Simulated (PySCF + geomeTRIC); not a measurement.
Species: [Zr(NH2)4] (charge 0, multiplicity 1).

### Question
Give a relaxed geometry from BP86-D3(BJ)/def2-SVP in PySCF + geomeTRIC.

### Answer
One answer among several that fit: the end point of this relaxation, one of several conformers.
Z-matrix (Å, degrees):
```
Zr
N 1 2.0595
H 2 1.0271 1 129.43
H 2 1.0295 3 107.57 1 173.50
N 1 2.0600 2 109.92 3 -107.13
H 5 1.0271 1 129.59 2 -10.67
H 5 1.0295 6 107.57 1 -175.21
N 1 2.0610 2 109.56 3 12.12
H 8 1.0273 1 129.25 2 104.24
H 8 1.0293 9 107.48 1 -172.93
N 1 2.0613 2 108.50 3 132.29
H 11 1.0273 1 129.47 2 134.16
H 11 1.0293 12 107.46 1 174.28
```
